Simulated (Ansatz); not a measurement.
Ir20⁺ (started as a model of: Ir20 tetrahedron), relaxed as a doublet with UKS r2SCAN-D4/def2-SVP in Ansatz, starting from a model built from a lattice or polyhedron. Force threshold 0.03 eV/Å.

In the def2 sets Ir takes a core potential; there is no spin–orbit coupling. Single mean-field runs in def2-SVP are fitted with def2-universal-jkfit. The charge 1 doublet is spin-contaminated (final ⟨S²⟩ up to 6.58, 0.75 for a pure state).

Start:

```xyz
20

Ir   -4.725    0.019    0.046
Ir   -2.627    1.490    0.082
Ir   -0.513    2.978    0.089
Ir    1.602    4.460    0.092
Ir   -2.657   -0.703   -1.278
Ir   -0.531    0.787   -1.272
Ir    1.568    2.256   -1.243
Ir   -0.534   -1.430   -2.593
Ir    1.518    0.034   -2.583
Ir    1.542   -2.147   -3.928
Ir   -2.618   -0.754    1.261
Ir   -0.483    0.726    1.298
Ir    1.581    2.186    1.319
Ir   -0.546   -1.483   -0.044
Ir    1.571   -0.007   -0.021
Ir    1.560   -2.198   -1.356
Ir   -0.493   -1.542    2.552
Ir    1.598   -0.059    2.584
Ir    1.591   -2.279    1.203
Ir    1.593   -2.332    3.790
```

(1) Estimate the energy that the relaxation releases and the steps that it takes.

(2) Does the start keep its bonding and symmetry?

(3) Predict the relaxed structure.

Results:

(1) 1.03 eV, in 9 steps; 5.6 min on 4 threads of AMD EPYC 7R13 on a shared host and a share (37 GiB) of an NVIDIA H100 80GB HBM3. The force fell under the threshold at step 6, but the optimiser went on. No frequencies were taken in this run, so the end may be a saddle point.

(2) By distances, no bond broke or formed. The bond that changes most is Ir12–Ir15, from 2.55 to 2.77 Å (atoms count from 1). Point group Td at the start, Cs at the end, both within 0.05 Å.

(3) 
```xyz
20

Ir   -4.7232    0.0278    0.0189
Ir   -2.6658    1.4901    0.0624
Ir   -0.4938    3.0202    0.0611
Ir    1.5974    4.4514    0.0969
Ir   -2.6757   -0.7148   -1.2578
Ir   -0.5726    0.8301   -1.3536
Ir    1.5757    2.3061   -1.2521
Ir   -0.5329   -1.4543   -2.6179
Ir    1.5653    0.0300   -2.6229
Ir    1.5119   -2.1239   -3.9387
Ir   -2.6675   -0.7573    1.2972
Ir   -0.5502    0.7723    1.4066
Ir    1.6020    2.2359    1.3085
Ir   -0.5611   -1.5973   -0.0155
Ir    1.6959   -0.0030   -0.0192
Ir    1.5764   -2.2219   -1.3965
Ir   -0.5071   -1.5384    2.5932
Ir    1.6132   -0.0880    2.5895
Ir    1.6248   -2.2742    1.2400
Ir    1.5874   -2.3909    3.8000
```
Bond lengths (bridged metal pairs left out): 60 × Ir–Ir 2.52 to 2.77 Å.
